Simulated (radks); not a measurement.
Q: Pt3+, configuration [Xe] 4f14 5d7 (the NIST ground configuration). Calculated with a radial shooting solver on a logarithmic mesh with Libxc functionals: Dirac Kohn-Sham, PBE, spin-unpolarised, spherical densities, finite nucleus; open shells are shared between the two j in proportion to 2j + 1; Fermi nuclear charge, rms radius 5.427 fm. Some entries of the table are withheld. Estimate them.

orbital,occ.,eigenvalue (eV),<r> (bohr),r(max) (bohr)
1s1/2,2,-78307.87,0.01715,0.01062
2s1/2,2,-13776.19,0.07171,0.06144
2p1/2,2,-13208.90,0.05906,0.04532
2p3/2,4,-11480.05,0.06749,0.05259
3s1/2,2,-3262.834,0.1866,0.1729
3p1/2,2,-3007.312,0.1768,0.1614
3p3/2,4,-2627.271,0.1923,0.1762
3d3/2,4,-2200.416,0.1676,0.1374
3d5/2,6,-2118.495,0.1723,0.1415
4s1/2,2,-728.9345,0.4150,0.3904
4p1/2,2,-620.3543,0.4179,(1)
4p3/2,4,-529.8487,0.4517,(2)
4d3/2,4,-351.6890,(3),0.4130
4d5/2,6,-334.8552,(4),0.4225
5s1/2,2,-136.6696,0.9502,0.8695
4f5/2,6,-107.2966,0.5121,0.3827
4f7/2,8,-103.8396,0.5193,0.3874
5p1/2,2,-101.8534,1.027,0.9206
5p3/2,4,-86.6569,1.121,0.9999
5d3/2,2.8,-39.7313,1.462,1.207
5d5/2,4.2,-38.0878,1.507,1.242
6s1/2,0,-32.3326,2.338,2.108
6p1/2,0,-24.5982,2.705,2.425
6p3/2,0,-22.5993,2.911,2.635

A: 
(1) 4p1/2 r(max) (bohr): 0.3889
(2) 4p3/2 r(max) (bohr): 0.4194
(3) 4d3/2 <r> (bohr): 0.4617
(4) 4d5/2 <r> (bohr): 0.4729
